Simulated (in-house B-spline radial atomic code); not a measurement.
## K7+: [Ne] 3s2

Method: Dirac-Hartree-Fock, average of configuration, Fermi nucleus of rms radius 3.4349 fm. Calculated with an all-electron radial atomic-structure program (B-spline basis).

Effective charges: Z_r = [3n² - l(l+1)]/(2<r>) from the radius, Z_e = n√(-2ε) from the energy, and Slater's rules. Values are occupation-weighted means over j.

```json
{"shell": "1s", "electrons": "2", "ε (eV)": "-3795.5", "<r> (bohr)": "0.08091", "Z_r": "18.54", "Z_e": "16.70", "Slater": "18.70"}
{"shell": "2s", "electrons": "2", "ε (eV)": "-533.36", "<r> (bohr)": "0.3805", "Z_r": "15.77", "Z_e": "12.52", "Slater": "14.85"}
{"shell": "2p", "electrons": "6", "ε (eV)": "-449.61", "<r> (bohr)": "0.3458", "Z_r": "14.46", "Z_e": "11.50", "Slater": "14.85"}
{"shell": "3s", "electrons": "2", "ε (eV)": "-152.91", "<r> (bohr)": "1.093", "Z_r": "12.35", "Z_e": "10.06", "Slater": "9.85"}
```

The least bound orbital is 3s1/2 at -152.9 eV, and it is also the most diffuse (<r> = 1.093 bohr).

Spin-orbit splittings of the orbital energies (j = l + 1/2 above j = l - 1/2 when positive): 2p 3.03 eV.

For the 1s electron the small component carries 0.461 % of the norm, the zero-frequency Breit interaction raises the level by 3.027 eV, self-energy by 1.396 eV, and vacuum polarisation lowers it by 0.1005 eV.

The density falls to 0.001 bohr⁻³ at 2.236 bohr; Σ<r²> = 3.9518 bohr² gives, by the non-relativistic formula and without the paramagnetism of open shells, a Langevin diamagnetic susceptibility of -3.13×10⁻⁶ cm³/mol.
